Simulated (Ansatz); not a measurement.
Potential energy curve for SiMg, lowest triplet found (which spin is the ground state isn't settled by this scan).

- ROCCSD(T) = CCSD(T) on ROHF/aug-cc-pVDZ, frozen core (Ansatz, a first-principles code)
- UKS-PBE0 = unrestricted PBE0/aug-cc-pVDZ run with Ansatz
- UKS-BLYP = unrestricted BLYP/aug-cc-pVDZ in Ansatz
- UKS-PBE = unrestricted PBE/aug-cc-pVDZ (Ansatz)
- ROCCSDT(Q) = CCSDT(Q)/B on ROHF/aug-cc-pVDZ, frozen core run with Ansatz
- FCI = Ansatz with full CI/aug-cc-pVDZ, frozen core

Cost and agreement with FCI over the 22 points of the scan, with FCI as yardstick. Costs are rough ratios of core time within Ansatz on shared cores, each with its mean field (Kohn-Sham runs search longer for lower solutions than correlated ones do); the miss is the largest difference from FCI of the curve after the mean shift, in mEh.

**Question.** Which is the cheapest of these levels that stays within 5.8 mEh of FCI?

**Answer.** ROCCSD(T).

| level | relative cost | largest difference |
|---|---|---|
| ROCCSD(T) | 1 | 1.1 |
| UKS-PBE0 | 2 | 13.6 |
| UKS-BLYP | 2 | 10.5 |
| UKS-PBE | 2 | 15.2 |
| ROCCSDT(Q) | 10 | 0.1 |

Costs within a factor of two of each other count as equal.

The T1 diagnostic of CCSD on the restricted reference of ROCCSD(T), ROCCSDT(Q) exceeds 0.045 at 1.81 to 3.18 Å. The unrestricted determinant behind UKS-PBE0 is spin-contaminated at 1.81 to 3.18 Å (<S²> up to 2.2, against 2.00 for a pure triplet). Also computed but left out beside FCI, since their determinant holds another spin at the minimum (<S²> over 0.7 above the pure value): UHF, UMP2, UCCSD, UCCSD(T), UCCSDT, UCCSDT(Q), UMP2/3-21G, UHF/6-31G*.
